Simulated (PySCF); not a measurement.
A survey of ¹⁹F NMR shifts

PySCF 2.14.0 with density-fitted response routines calculation with NMR shieldings at PBE0/pcSseg-1/GIAO and geometry: GFN2-xTB; no solvent model, no relativistic terms, one averaged value for each set of equivalent atoms, one computed conformer.

Shieldings were converted by a linear fit to measured shifts: ¹⁹F: δ = 146.13 − 0.903σ +14.6 on sp3 carbon (rms 6.0 ppm, 223 shifts, 7.0 ppm with the 5 outliers that the fit left out vs CFCl3, solution or neat liquid). A few per cent of atoms miss by over 2 rms, more outside the fitted compound classes.

(1) Give the ¹⁹F shifts of `FC(F)(F)c1ccccn1`, `FC1CCCC1`, `C=CCCCF`, `CCC1(F)CC1`, `CCC1(F)CC1`.

(2) Match the shifts -65.9, -74.6, -95.5, -182.9, -221.0, -232.8 ppm to `C/C=C(/C)CF`, `C=CC[C@H](C)F`, `FC(F)(F)c1ccccn1`, `CC(=O)c1cc(F)pcp1`, `C=C(C)[SiH2][C@@H](F)/C=N\C`, `C=C(F)[Si@@H]1C[C@@H]1N(C)C`.

Results:

(1) 
```json
{"compound": "FC(F)(F)c1ccccn1", "environment": "fluorine of a CF3 group (×3)", "δ (ppm)": "-65.9"}
{"compound": "FC1CCCC1", "environment": "fluorine on an sp3 carbon", "δ (ppm)": "-164.6"}
{"compound": "C=CCCCF", "environment": "fluorine on an sp3 carbon", "δ (ppm)": "-221.1"}
{"compound": "CCC1(F)CC1", "environment": "fluorine on an sp3 carbon", "δ (ppm)": "-189.3"}
{"compound": "CCC1(F)CC1", "environment": "fluorine on an sp3 carbon", "δ (ppm)": "-189.3"}
```

(2) -65.9: FC(F)(F)c1ccccn1 (fluorine of a CF3 group); -74.6: CC(=O)c1cc(F)pcp1 (aryl fluorine); -95.5: C=C(F)[Si@@H]1C[C@@H]1N(C)C (vinylic fluorine); -182.9: C=CC[C@H](C)F (fluorine on an sp3 carbon); -221.0: C/C=C(/C)CF (fluorine on an sp3 carbon); -232.8: C=C(C)[SiH2][C@@H](F)/C=N\C (fluorine on an sp3 carbon).
